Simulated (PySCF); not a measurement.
## From computed data to an observable: chemical shift, span and skew from a shielding tensor

C₄H₈OSi, SMILES OCCC#C[SiH3]. Atoms are numbered in the order given.

```xyz
14

O     -3.5313     0.3355     0.5583
C     -2.2742    -0.1020     0.1348
C     -1.1547     0.8442     0.5867
C      0.1704     0.3820     0.2120
C      1.2643    -0.0402    -0.1230
Si     2.9099    -0.6634    -0.6143
H     -3.7565     1.1332     0.0686
H     -2.1097    -1.0929     0.5845
H     -2.2178    -0.2372    -0.9627
H     -1.3256     1.8466     0.1536
H     -1.2191     0.9636     1.6814
H      3.8651    -0.5368     0.5260
H      2.8112    -2.0998    -1.0091
H      3.4289     0.1232    -1.7723
```

Geometry: PBE0-D3(BJ)/def2-SVP. The structure was generated by enumeration, and PubChem lists no compound with its InChIKey, so it may never have been made. Other conformers were not sampled.

GIAO shieldings from KT2/pcSseg-1 (PySCF), non-relativistic, no solvent. The symmetric part of the tensor of Si6 has the principal values 450.6, 451.2, 480.1 ppm. The same nucleus in TMS has σ = 361.9 ppm at this level (PySCF, at its B3LYP-D3(BJ)/def2-TZVP geometry).

Task: Work out the isotropic shielding, the ²⁹Si shift against TMS, the span and the skew.

Result: 
σ(iso) = (σ11 + σ22 + σ33)/3 = 460.6 ppm. δ = σ(ref) − σ(iso) = 361.9 − (460.6) = -98.7 ppm.
Span Ω = σ33 − σ11 = 29.5 ppm. Skew κ = 3(σ(iso) − σ22)/Ω = 0.96. Tumbling in solution averages the tensor to δ; in a static solid the shielding alone would spread this spin-1/2 line over Ω.
